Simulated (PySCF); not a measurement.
B3LYP has the VWN-RPA correlation part, as in Gaussian. Excitations are Tamm–Dancoff values on a coarser integration grid. The basis has no diffuse functions, so Rydberg states are missing or too high.

Z-matrix (Å, degrees):
```
Si
O 1 1.6597
H 2 0.9602 1 118.22
H 1 1.4793 2 105.33 3 179.36
H 1 1.4880 4 108.56 2 -119.16
Si 1 2.3515 4 110.89 5 -119.33
H 6 1.4834 1 111.29 4 -55.88
H 6 1.4847 7 108.80 1 -121.69
H 6 1.4862 7 108.19 8 -117.43
```
Charge 0, spin multiplicity 1.

Problem. What S1–T1 gap (TDA), S1 excitation (TDA) and total energy does B3LYP-D3(BJ)/def2-TZVP (PySCF) give?

Solution. 
```json
{
 "S1–T1 gap (TDA)": "0.64 eV",
 "S1 excitation (TDA)": "5.96 eV",
 "total_energy": "-657.9590 Ha"
}
```
